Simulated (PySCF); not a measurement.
Species: C4H14AlNO.
SMILES: `C[O][AlH2-][N+](C)(C)C`

Torsions of this conformer, `[CH3:1][O:2][AlH2-:3][N+:4]([CH3:5])([CH3:6])[CH3:7]`: C1–O2–Al3–N4 158°, O2–Al3–N4–C5 180°.

The closed-shell ground state was solved at several levels (PySCF, density fitting, gas phase, non-relativistic). The structure is a single PBE0-D3(BJ)/def2-SVP conformer in the gas phase; no vibrational or solvent corrections.

| level | basis functions | total energy (Eh) | HOMO (eV) | LUMO (eV) | gap (eV) | dipole (D) |
| --- | --- | --- | --- | --- | --- | --- |
| KT2/pcSseg-1 | 196 | -540.2046 | -5.36 | -0.16 | 5.20 | 4.21 |
| PBE0/pcSseg-1 | 196 | -532.7975 | -6.68 | 0.82 | 7.50 | 4.30 |

What might B3LYP/def2-SVPD (259 basis functions) give for the same quantities?

Total energy -533.0612 Eh, HOMO -6.55 eV, LUMO 0.05 eV, gap 6.60 eV, dipole 4.29 D.

Over all these levels, which gives the widest orbital gap and which the narrowest?

PBE0/pcSseg-1 (global hybrid, 25 % exact exchange) has the widest, 7.50 eV, and KT2/pcSseg-1 (GGA) the narrowest, 5.20 eV. The two share the basis. From the narrowest to the widest the HOMO moves by -1.32 eV and the LUMO by +0.98 eV.

How far do the dipole and the HOMO energy spread over the levels?

The dipole runs from 4.21 to 4.30 D (mean 4.26 D) and the HOMO from -6.68 to -5.36 eV.
